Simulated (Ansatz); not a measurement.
Reaction (ligand exchange at the Si–O bond): `O[SiH](Cl)Cl` + H–F → `F[SiH](Cl)Cl` + H₂O

Calculated with Ansatz (gas phase, PBE0-D4/def2-TZVP geometries, no zero-point term in ΔE). CBS: MP2 limit from def2 TZ/QZ plus the TZ coupled-cluster correction, frozen cores. This one scheme is used for every species. Functionals use def2-TZVPP. HSE06 is defined as in plane-wave codes. One conformer a species, not always the lowest.

`O[SiH](Cl)Cl`:

```xyz
6

O    -0.861    0.658    0.789
Si    0.094    0.031   -0.361
Cl   -0.304   -1.950   -0.653
Cl    2.065    0.190    0.146
H    -0.830    0.293    1.676
H    -0.164    0.778   -1.597
```

H–F:

Cartesian coordinates in Å:
```
F 0.290 -0.174 -0.312
H -0.290 0.174 0.312
```

`F[SiH](Cl)Cl`:

Z-matrix (Å, degrees):
```
Si
F 1 1.581
Cl 1 2.024 2 108.4
Cl 1 2.024 2 108.4 3 119.6
H 1 1.467 2 109.1 3 -120.2
```

H₂O:

Cartesian coordinates in Å:
```
O 0.199 0.334 -0.006
H 0.449 -0.486 0.424
H -0.648 0.152 -0.418
```

Is it downhill or uphill in electronic energy at CCSD(T)/CBS, and by how much? (An estimate is asked.)

Computed: Downhill: ΔE = -33.2 kJ/mol.

What do these levels give: PBE-D4, PBE-QIDH, r2SCAN, PBE0, r2SCANh, HSE06, BHLYP, CAM-B3LYP, MP2/def2-SVP, CCSD/def2-SVP, CCSD/def2-TZVPP, CCSD/CBS(def2)? (An estimate is asked.)

Ansatz gave: PBE-D4 -31.6, PBE-QIDH -30.8, r2SCAN -35.2, PBE0 -32.3, r2SCANh -34.4, HSE06 -32.1, BHLYP -36.3, CAM-B3LYP -36.4, MP2/def2-SVP -30.1, CCSD/def2-SVP -32.5, CCSD/def2-TZVPP -33.3, CCSD/CBS(def2) -34.2 kJ/mol.

Largest T1 diagnostic among the species: 0.010.

In def2-TZVPP, CCSD(T) changes the Hartree–Fock value by +5.2 kJ/mol (the triples alone add +1.0 kJ/mol) and MP2 by +7.3 kJ/mol. The D4 term adds +3.2 kJ/mol with B3LYP and +1.7 kJ/mol with PBE0; it sums over pairs of atoms, weighted by their polarisabilities, and B3LYP, whose exchange is more repulsive, gets the larger term.

B3LYP here is the variant with VWN-RPA as its local correlation; programs differ in this.
